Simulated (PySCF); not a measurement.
Rigid-rotor lines calculated for a species of formula C6H10O (commonest isotopes; PBE0-D3(BJ)/def2-SVP geometry optimisation, gas phase in PySCF), labelled J(Ka,Kc):

```
     transition     MHz
2(1,2) ← 1(1,1)  7075.6
1(1,1) ← 0(0,0)  6738.3
2(0,2) ← 1(0,1)  7383.2
1(0,1) ← 0(0,0)  3704.6
2(1,1) ← 1(1,0)  7742.9
```

Problem. Find the rotational constants.

Solution. 1(0,1) ← 0(0,0) is B + C, 2(1,1) ← 1(1,0) is 3B + C and 2(1,2) ← 1(1,1) is B + 3C, so B − C is half the difference of the last two, 333.6 MHz. 1(1,1) ← 0(0,0) is A + C. A = 5052.9, B = 2019.1, C = 1685.5 MHz.

Problem. What moments of inertia, asymmetry and inertial defect follow?

Solution. I = 505379 MHz·u·Å² over each constant: Ia = 100.02, Ib = 250.30, Ic = 299.84 u·Å²; κ = (2B − A − C)/(A − C) = -0.802 (asymmetric top); Δ = Ic − Ia − Ib = -50.47 u·Å².

Problem. Which dipole components do these lines need?

Solution. μa and μb (a-type: ΔKa even, ΔKc odd; b-type: both odd). The calculation gives |μa| = 1.98 D, |μb| = 1.47 D, |μc| = 0.91 D.

Problem. Where do these fall, and of which type are they? 2(2,1) ← 1(1,1); 2(1,1) ← 2(1,2); 2(2,0) ← 1(1,1); 2(2,0) ← 1(1,0); 1(1,1) ← 1(0,1); 2(0,2) ← 1(1,1); 2(2,1) ← 2(1,2); 1(1,0) ← 1(0,1); 2(1,1) ← 2(0,2).

Solution. 
```csv
transition,MHz,type,branch
"2(1,1) ← 2(1,2)",1001,a,Q
"1(1,1) ← 1(0,1)",3034,c,Q
"1(1,0) ← 1(0,1)",3367,b,Q
"2(1,1) ← 2(0,2)",3727,b,Q
"2(0,2) ← 1(1,1)",4349,b,R
"2(2,1) ← 2(1,2)",10102,b,Q
"2(2,0) ← 1(1,0)",16870,c,R
"2(2,1) ← 1(1,1)",17178,c,R
"2(2,0) ← 1(1,1)",17204,b,R
```

Problem. Which structure gave them?

Solution. `O=CC1CCCC1` (cyclopentanecarbaldehyde), point group C1. Three constants can't fix a structure by themselves; this is the one that was computed:
```xyz
17
C6H10O angstrom
O      2.504   -1.228    0.670
C      2.129   -0.135    0.339
C      0.860    0.169   -0.417
C     -0.053   -1.054   -0.609
C     -1.248   -0.803    0.313
C     -1.419    0.712    0.264
C      0.016    1.233    0.339
H      2.733    0.775    0.600
H      1.191    0.580   -1.387
H      0.487   -1.983   -0.380
H     -0.389   -1.113   -1.656
H     -1.002   -1.117    1.342
H     -2.150   -1.357    0.013
H     -2.061    1.113    1.063
H     -1.875    1.003   -0.698
H      0.334    1.286    1.395
H      0.134    2.245   -0.075
```

The values belong to one conformer (point group C1) with, in the numbering `[O:1]=[CH:2][CH:3]1[CH2:4][CH2:5][CH2:6][CH2:7]1`, O1–C2–C3–C4 7°, C2–C3–C4–C5 109°, C3–C4–C5–C6 34°, C4–C5–C6–C7 -42°, C5–C6–C7–C3 34°. PBE0-D3(BJ)/def2-SVP frequencies: not computed here. Zero-point vibration and centrifugal distortion are left out.
